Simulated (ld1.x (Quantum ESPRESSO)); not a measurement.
Plane-wave convergence, TM potential for niobium (Nb)

ld1.x (Quantum ESPRESSO) 7.5 input, shortened:

```
&input
   title='Nb', zed=41., rel=2, dft='PBE', iswitch=3,
   config='[Kr] 4d5 5s0 5p0', rel_dist='average'
 /
 &inputp
   pseudotype=2, tm=.true., lloc=2,
   nlcc=.false.
 /
3
4S  1  0   2.00   0.00  1.50  1.50  0.0
4P  2  1   6.00   0.00  1.95  1.95  0.0
4D  3  2   5.00   0.00  1.80  1.80  0.0
 &test
   configts(1)='4s2 4p6 4d5 5s0 5p0'
 /
```

Open shells are filled in proportion to 2j + 1 (rel_dist='average').

The pseudo-atom Hamiltonian at the reference potential is diagonalised in spherical Bessel functions j_l(qr) that vanish at 20 bohr, with q² up to the cutoff. All-electron valence levels (Ry): 4s -4.1578, 5s -0.2548, 4p1/2 -2.5156, 5p1/2 -0.0685, 4p3/2 -2.3631, 5p3/2 -0.0636, 4d3/2 -0.1466, 4d5/2 -0.1366.

Problem. How do the lowest levels (Ry) of each channel move with the cutoff, and are there ghosts?

Solution.

```
cutoff (Ry)     s #1     s #2  p1/2 #1  p1/2 #2  p1/2 #3  p3/2 #1  p3/2 #2  p3/2 #3  d3/2 #1  d3/2 #2  d5/2 #1  d5/2 #2    f #1    f #2  Σ f·Δε (mRy)
          8  -3.8857  -0.2376  -2.0137  -0.0478   0.0560  -1.9392  -0.0460   0.0570   0.0166   0.0776   0.0166   0.0776  0.0958  0.2164        4004.2
         12  -3.9141  -0.2386  -2.3731  -0.0609   0.0494  -2.2537  -0.0577   0.0509  -0.0249   0.0581  -0.0249   0.0581  0.0958  0.2164        1763.1
         18  -4.0361  -0.2448  -2.5023  -0.0672   0.0467  -2.3545  -0.0627   0.0486  -0.0911   0.0503  -0.0911   0.0503  0.0958  0.2164         527.3
         21  -4.0808  -0.2478  -2.5114  -0.0678   0.0464  -2.3601  -0.0632   0.0484  -0.1091   0.0492  -0.1091   0.0492  0.0958  0.2164         306.9
         30  -4.1381  -0.2520  -2.5140  -0.0681   0.0463  -2.3613  -0.0634   0.0483  -0.1315   0.0482  -0.1315   0.0482  0.0958  0.2164          70.4
         40  -4.1448  -0.2525  -2.5144  -0.0681   0.0463  -2.3619  -0.0634   0.0483  -0.1367   0.0479  -0.1367   0.0479  0.0958  0.2164          27.8
         50  -4.1486  -0.2530  -2.5146  -0.0681   0.0463  -2.3620  -0.0634   0.0483  -0.1370   0.0479  -0.1370   0.0479  0.0958  0.2164          17.9
         60  -4.1536  -0.2535  -2.5146  -0.0681   0.0463  -2.3620  -0.0634   0.0483  -0.1370   0.0479  -0.1370   0.0479  0.0958  0.2164           7.8
         70  -4.1563  -0.2537  -2.5146  -0.0681   0.0463  -2.3620  -0.0634   0.0483  -0.1370   0.0479  -0.1370   0.0479  0.0958  0.2164           2.3
         90  -4.1569  -0.2538  -2.5147  -0.0681   0.0463  -2.3620  -0.0634   0.0483  -0.1370   0.0479  -0.1370   0.0479  0.0958  0.2164           1.0
        110  -4.1571  -0.2538  -2.5147  -0.0681   0.0463  -2.3620  -0.0634   0.0483  -0.1370   0.0479  -0.1370   0.0479  0.0958  0.2164           0.5
        400  -4.1574  -0.2539  -2.5147  -0.0681   0.0463  -2.3620  -0.0634   0.0483  -0.1370   0.0479  -0.1370   0.0479  0.0958  0.2164           0.0
```

Result: no extra level below or beside the all-electron valence levels (s, p1/2, p3/2, d3/2, d5/2, f tested); 10 mRy is reached at 60 Ry and 1 mRy at 90 Ry.
